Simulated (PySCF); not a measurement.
Assigning NMR signals

Atoms are numbered as in `[CH2:1]=[CH:2][C@@:3]1([CH3:4])[O:5][SiH2:6][O:7][CH2:8][C@H:9]1[F:10]`; H(Xn) means a hydrogen on atom n. Ha(C1) is cis to C3; Ha(Si6), Ha(C8) are cis to F10 on the ring; Hb(C1) is trans to C3; Hb(Si6), Hb(C8) are trans to F10 on the ring.

How the numbers were obtained: GIAO PBE0/pcSseg-1 shieldings, coordinates at the GFN2-xTB level, in PySCF 2.14 (isolated molecule, rapidly exchanging positions averaged, one computed conformer, non-relativistic Hamiltonian).

Scale: TMS for 13C (186.93 ppm) and 1H (31.72 ppm) (reference shieldings calculated alike).

(1) Assign these signals to the numbered atoms. 13C{1H} NMR (computed): δ 148.6 (CH), 122.5 (CH2), 95.3 (CH), 81.4 (C), 66.0 (CH2), 30.3 (CH3).

(2) Assign these signals to the numbered atoms. 1H NMR (500 MHz, computed): δ 6.42 (m, 1H), 5.90 (m, 1H), 5.83 (m, 1H), 5.15 (m, 1H), 4.90 (m, 1H), 4.48 (m, 1H), 4.38 (m, 1H), 4.35 (m, 1H), 1.60 (s, 3H).

Results:

(1) 
```tsv
δ (ppm)	atoms	environment	reason
148.6	C2	alkene CH	the olefinic region
122.5	C1	terminal =CH2 carbon	as expected for a trigonal carbon in a double bond
95.3	C9	sp3 CH bonded to F	pulled downfield by the heteroatom
81.4	C3	allylic fully substituted sp3 carbon bonded to O	the inductive effect lowers its shielding
66.0	C8	sp3 CH2 bonded to O	pulled downfield by the heteroatom
30.3	C4	methyl carbon	aliphatic region, no heteroatom directly attached
```

(2) 
```tsv
δ (ppm)	atoms	environment	reason
6.42	H(C2)	hydrogen on an alkene CH	attached to an sp2 carbon and in the plane of the double bond
5.90	Ha(C1)	hydrogen on a terminal =CH2 carbon	attached to an sp2 carbon and in the plane of the double bond
5.83	Hb(C1)	hydrogen on a terminal =CH2 carbon	–
5.15	Ha(Si6)	hydrogen on a silicon bonded to 2 O, in a 6-membered ring	–
4.90	Hb(Si6)	hydrogen on a silicon bonded to 2 O, in a 6-membered ring	–
4.48	H(C9)	hydrogen on an sp3 CH bonded to F	its carbon carries F, an electronegative neighbour
4.38	Hb(C8)	hydrogen on an sp3 CH2 bonded to O	its carbon carries O, which withdraws density
4.35	Ha(C8)	hydrogen on an sp3 CH2 bonded to O	–
1.60	H(C4)	hydrogen on a methyl carbon	–
```

Ha(C1) and Hb(C1); H(C9) and Hb(C8); Hb(C8) and Ha(C8) lie closer than the usual error of such a calculation, so a measured spectrum could show them in the other order.

Splittings by 19F in the carbon and heteronuclear signals aren't shown, as no couplings were computed. Shifts are as computed. Against solution values, carbons near 30 ppm lie about +3 ppm off and those near 130 ppm about +5 ppm. Of 1211 compounds with measured shifts, 218 miss one by over three times the rms of a fit or turn the order of signals round; such compounds aren't used in these exercises. No couplings were computed; multiplicities are counted from neighbouring protons, with m where these are inequivalent, close in shift, in a saturated or five-membered ring or joined by F or P, and br s for small geminal =CH2 splittings.
